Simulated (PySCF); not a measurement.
B2Cl3, SMILES Cl[B]B(Cl)Cl, multiplicity 2. Atoms are numbered in the order given.

```xyz
5

Cl     0.0000     0.0000     2.7265
B      0.0000     0.0000     1.0391
B      0.0000     0.0000    -0.5566
Cl     0.0000    -1.5424    -1.4342
Cl     0.0000     1.5424    -1.4342
```
Charge 0, spin multiplicity 2.

Coordinates come from a B3LYP-D3(BJ)/def2-SVP optimisation. The isomer is the one that the SMILES or the coordinates give; other isomers of the formula were not compared. One conformer was computed; it need not be the lowest.

All values below come from B3LYP/pcH-1 in PySCF.

Unrestricted Kohn–Sham, ⟨S²⟩ = 0.752. Hyperfine tensors hold the contact and dipolar terms, without spin-orbit corrections.

Computed hyperfine couplings:
| nucleus | A(iso) (MHz) | A(iso) (G) | dipolar principal values (MHz) |
|---|---|---|---|
| 35Cl no. 1 | 5.0 | 1.8 | -18.8, -16.1, 34.9 |
| 11B no. 2 | 30.7 | 10.9 | -36.8, -35.6, 72.4 |
| 11B no. 3 | -15.2 | -5.4 | -16.7, -14.0, 30.7 |
| 35Cl no. 4 | 3.2 | 1.1 | -13.7, -11.0, 24.7 |
| 35Cl no. 5 | 3.2 | 1.1 | -13.7, -11.0, 24.7 |

Q: And the g tensor (effective nuclear charges for spin-orbit coupling, GIAO)? (The exact figures need the calculation; the answer reports its results.)

A: principal values 1.9989, 2.0015, 2.0118; isotropic 2.0040.
